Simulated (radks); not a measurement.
Numerical settings for the copper ion Cu8+, [Ar] 3d3. Calculated with a radial shooting solver on a logarithmic mesh with Libxc functionals: scalar-relativistic Kohn-Sham, PBE, spin-polarised, spherical densities, point nucleus; open shells are filled with parallel spins first. The defaults (mesh step 0.008 in ln r, mesh end at 40 bohr or more with all orbitals vanishing there, Anderson mixing 0.5 over 9 steps, residual threshold near 1e-9 with the energy settled to 1e-9 hartree or 1e-11 of itself, here a cap of 56 iterations) give E = -1632.1714 hartree and 3d at -183.34 eV in 14 iterations. Run on one thread of a shared host, so times are rough (Arm Neoverse V1): 0.14 s of CPU time, 0.14 s wall, 14 iterations on 2476 mesh points. Changes against that run (0 stands for a change within the tolerance of the run):

[
 {"setting": "mesh step in ln r 0.005", "iterations": "14", "converged": "yes", "E (mhartree)": "0", "e(3d) (meV)": "0", "CPU (s)": "0.21"},
 {"setting": "mesh step in ln r 0.08", "iterations": "2", "converged": "no", "E (mhartree)": "diverged", "e(3d) (meV)": "-", "CPU (s)": "0.02"},
 {"setting": "mesh step in ln r 0.003", "iterations": "14", "converged": "yes", "E (mhartree)": "0", "e(3d) (meV)": "0", "CPU (s)": "0.34"},
 {"setting": "mesh end (bohr) 400", "iterations": "14", "converged": "yes", "E (mhartree)": "0", "e(3d) (meV)": "0", "CPU (s)": "0.14"},
 {"setting": "mesh end (bohr) 8", "iterations": "14", "converged": "yes", "E (mhartree)": "0", "e(3d) (meV)": "0", "CPU (s)": "0.13"},
 {"setting": "residual threshold 0.1", "iterations": "9", "converged": "yes", "E (mhartree)": "0", "e(3d) (meV)": "-0.0719", "CPU (s)": "0.1"},
 {"setting": "residual threshold 0.001", "iterations": "9", "converged": "yes", "E (mhartree)": "0", "e(3d) (meV)": "-0.0719", "CPU (s)": "0.1"},
 {"setting": "mixing 0.2", "iterations": "15", "converged": "yes", "E (mhartree)": "0", "e(3d) (meV)": "0", "CPU (s)": "0.15"},
 {"setting": "linear mixing, mixing 0.5", "iterations": "30", "converged": "yes", "E (mhartree)": "0", "e(3d) (meV)": "0", "CPU (s)": "0.25"},
 {"setting": "linear mixing, mixing 0.8", "iterations": "15", "converged": "yes", "E (mhartree)": "0", "e(3d) (meV)": "0", "CPU (s)": "0.14"},
 {"setting": "mixing history 3", "iterations": "16", "converged": "yes", "E (mhartree)": "0", "e(3d) (meV)": "0", "CPU (s)": "0.15"},
 {"setting": "iteration cap 8", "iterations": "8", "converged": "no", "E (mhartree)": "0", "e(3d) (meV)": "-0.0719", "CPU (s)": "0.08"}
]

No run marked as converged misses the energy by more than 1 mhartree. A mesh that ends early acts as a hard wall.
